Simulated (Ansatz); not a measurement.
C4H2F4, SMILES `FC1=CC(F)(F)C1F`. Charge 0, multiplicity 1.

```json
{"atom": "F1", "x (Å)": "1.2585", "y (Å)": "-1.9337", "z (Å)": "0.6997"}
{"atom": "C2", "x (Å)": "0.6675", "y (Å)": "-0.8531", "z (Å)": "0.2640"}
{"atom": "C3", "x (Å)": "1.0599", "y (Å)": "0.1550", "z (Å)": "-0.5125"}
{"atom": "C4", "x (Å)": "-0.2867", "y (Å)": "0.7973", "z (Å)": "-0.3950"}
{"atom": "F5", "x (Å)": "-0.3043", "y (Å)": "2.0343", "z (Å)": "0.1511"}
{"atom": "F6", "x (Å)": "-1.0205", "y (Å)": "0.8582", "z (Å)": "-1.5202"}
{"atom": "C7", "x (Å)": "-0.7082", "y (Å)": "-0.3512", "z (Å)": "0.5705"}
{"atom": "F8", "x (Å)": "-1.7440", "y (Å)": "-1.1267", "z (Å)": "0.1469"}
{"atom": "H9", "x (Å)": "1.9765", "y (Å)": "0.4486", "z (Å)": "-1.0020"}
{"atom": "H10", "x (Å)": "-0.8988", "y (Å)": "-0.0288", "z (Å)": "1.5974"}
```

(1) What are the harmonic wavenumbers in cm⁻¹ at PBE0-D4/def2-TZVP (Ansatz, finite differences of forces, unscaled)? (An estimate is asked.)

(2) Is this a minimum?

(3) Give the ideal-gas thermochemistry at 298.15 K and 1 bar (rigid rotor, harmonic oscillator; point group C1, symmetry number 1).

Answers

(1) The calculation gave: 108, 221, 235, 326, 391, 430, 505, 630, 648, 683, 823, 877, 987, 1105, 1106, 1149, 1178, 1212, 1335, 1356, 1415, 1745, 3101, 3268.

(2) Yes, all 24 modes are real.

(3) Zero-point energy 148.5 kJ/mol; H(298) − E = 168.1 kJ/mol; entropy 340.2 J/(mol·K), of which translation 169.2, rotation 117.7, vibration 53.3; G(298) − E = 66.6 kJ/mol.
